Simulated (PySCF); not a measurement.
## Where the electron goes

C₆H₈S₂.
SMILES with atom numbers: `[CH:1]#[C:2][C@H:3]1[CH2:4][CH2:5][S:6][S:7][CH2:8]1` (hydrogens: H9 on C1; H10 on C3; H11, H12 on C4; H13, H14 on C5; H15, H16 on C8)

Theory: TDDFT CAM-B3LYP/def2-SVPD, vertical, gas phase, core orbitals frozen in the response in PySCF. Geometry: PBE0-D3(BJ)/def2-SVP, one conformer, isolated molecule.

Kohn–Sham orbitals with the atoms that hold most of them (Löwdin shares over 4%, at most four atoms; ? is withheld):

| orbital | ε (eV) | atoms |
| --- | --- | --- |
| HOMO-3 | -9.51 | C1 35%, C2 34%, S7 6%, S6 6% |
| HOMO-2 | -9.40 | C1 40%, C2 38%, C3 8% |
| HOMO-1 | -8.77 | S6 33%, S7 33%, C8 8%, C5 6% |
| HOMO | ? | ? |
| LUMO | 0.24 | ? |
| LUMO+1 | 1.11 | S7 18%, S6 17%, C1 10%, C2 8% |
| LUMO+2 | 1.29 | S7 33%, S6 26%, C1 7%, C8 6% |

(1) Give the leading atoms of the LUMO.

(2) Give the leading atoms of the HOMO.

(3) What is the HOMO energy, and the HOMO–LUMO gap?

Answers

(1) S6 (bonded to C and S) 43%; S7 (bonded to C and S) 42%.

(2) S6 (bonded to C and S) 41%; S7 (bonded to C and S) 40%; C5 (bonded to C, S and 2 H) 6%; C8 (bonded to C, S and 2 H) 6%. By element: sulfur 81%, carbon 13% or more.

(3) ε(HOMO) = -7.78 eV; the gap is 8.02 eV (0.2947 hartree).

**Question.** The HOMO–LUMO gap is 8.02 eV. Where does the response calculation put the lowest singlet, and from which orbitals?

**Answer.** S1 is at 4.21 eV (f = 0.0060), 3.81 eV below the gap, made of HOMO→LUMO (91%). Without the coupling terms of the response equations the lowest excitation would equal the gap.

**Question.** One configuration dominates each of S1 and S2. Which, and how do the shares of the two leading atoms of either orbital change from the occupied to the empty one?

**Answer.** 
- S1 (4.21 eV, f 0.0060), HOMO→LUMO (91%): S6 41% → 43%, S7 40% → 42%
- S2 (5.20 eV, f 0.0013), HOMO-1→LUMO (74%): S6 33% → 43%, S7 33% → 42%

Rough CPU time on one thread of a shared machine: about 1.6 min.
